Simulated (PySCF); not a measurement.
This PySCF input asks for the NMR shieldings of `[SiH2]1BO[Si@H](C(C)C)[SiH2]O1`, C₃H₁₃BO₂Si₃; the geometry comes from GFN2-xTB.

```python
import basis_set_exchange as bse
import numpy as np
from pyscf import gto, dft
from pyscf.prop import nmr

atoms = """
C    -1.567146    0.616787    1.308884
C    -1.785501    0.258808   -0.160889
C    -2.723984   -0.936363   -0.283206
Si   -0.135792   -0.109377   -1.060345
O     0.682358    1.322202   -1.024701
B     1.844217    1.853179   -0.670684
Si    3.250152    0.701266    0.106372
O     2.619015   -0.822042    0.176429
Si    1.251924   -1.668580   -0.071425
H    -2.514755    0.851469    1.793818
H    -0.915918    1.484613    1.399991
H    -1.110341   -0.214343    1.844687
H    -2.269564    1.113939   -0.644806
H    -3.680044   -0.731104    0.196972
H    -2.910861   -1.171904   -1.328309
H    -2.288713   -1.815240    0.189022
H    -0.378575   -0.213556   -2.512511
H     1.948067    3.020248   -0.848348
H     4.484059    0.486638   -0.664654
H     3.641072    0.956354    1.503258
H     1.672118   -2.795590   -0.911674
H     0.877801   -2.168018    1.260489
"""
names = dict.fromkeys(["C", "Si", "O", "B", "H"], "pcSseg-1")
basis = {el: gto.basis.parse(bse.get_basis(n, elements=[el], fmt="nwchem")) for el, n in names.items()}
mol = gto.M(atom=atoms, basis=basis, charge=0, verbose=0)
mf = dft.RKS(mol, xc="PBE0")
mf.grids.level = 2
mf.grids.alignment = dft.numint.BLKSIZE   # the property module wants whole blocks of grid points
mf.conv_tol = 1e-9
mf.kernel()

calc = nmr.RKS(mf)   # GIAO
C = mf.mo_coeff
Co = C[:, mf.mo_occ > 0]
resp = mf.gen_response(singlet=True, hermi=2)
def vind(x):   # induced exchange potential for any number of trial vectors
    d = np.einsum("pi,xij,qj->xpq", C, 2 * x.reshape(-1, C.shape[1], Co.shape[1]), Co, optimize=True)
    return np.einsum("xpq,pi,qj->xij", resp(d - d.transpose(0, 2, 1)), C, Co, optimize=True).ravel()
mo1, _ = nmr.rhf.solve_mo1(calc, with_cphf=vind)
sigma = calc.kernel(mo1)
for i, s in enumerate(sigma):   # ppm
    w = np.linalg.eigvalsh((s + s.T) / 2)
    print("%2d %-2s iso %8.1f  s11 %8.1f  s22 %8.1f  s33 %8.1f" % (i, mol.atom_pure_symbol(i), w.mean(), *w))
```

Q: What does it print?

A: 
```
 0 C  iso    167.9  s11    158.1  s22    159.4  s33    186.1
 1 C  iso    165.9  s11    158.3  s22    165.7  s33    173.6
 2 C  iso    170.5  s11    157.9  s22    164.3  s33    189.5
 3 Si iso    365.0  s11    325.1  s22    371.1  s33    398.9
 4 O  iso     71.9  s11   -215.1  s22     18.2  s33    412.7
 5 B  iso     37.7  s11    -36.6  s22     42.2  s33    107.6
 6 Si iso    393.6  s11    345.6  s22    354.6  s33    480.6
 7 O  iso    365.6  s11    255.1  s22    403.1  s33    438.6
 8 Si iso    392.2  s11    344.1  s22    356.7  s33    475.7
 9 H  iso     30.3  s11     25.8  s22     27.9  s33     37.3
10 H  iso     30.2  s11     25.2  s22     28.9  s33     36.4
11 H  iso     30.7  s11     26.8  s22     29.1  s33     36.1
12 H  iso     30.1  s11     26.3  s22     27.9  s33     36.1
13 H  iso     30.5  s11     26.3  s22     27.7  s33     37.4
14 H  iso     30.7  s11     25.7  s22     28.4  s33     37.9
15 H  iso     31.3  s11     27.1  s22     30.2  s33     36.7
16 H  iso     26.1  s11     22.9  s22     24.8  s33     30.6
17 H  iso     25.2  s11     23.8  s22     25.2  s33     26.7
18 H  iso     26.5  s11     22.7  s22     24.9  s33     31.7
19 H  iso     26.5  s11     23.1  s22     24.8  s33     31.4
20 H  iso     26.0  s11     22.3  s22     25.0  s33     30.9
21 H  iso     25.9  s11     22.6  s22     25.4  s33     29.8
```

These numbers come from an equivalent density-fitted implementation of the same equations, which agrees with the script to about 0.01 ppm for H and up to a few tenths of a ppm for heavy atoms, so last digits may differ.

Size and cost of the density-fitted run: 239 basis functions, 2 min wall time on 1 thread of an Arm Neoverse N1, shared host; peak memory 1.1 GiB.
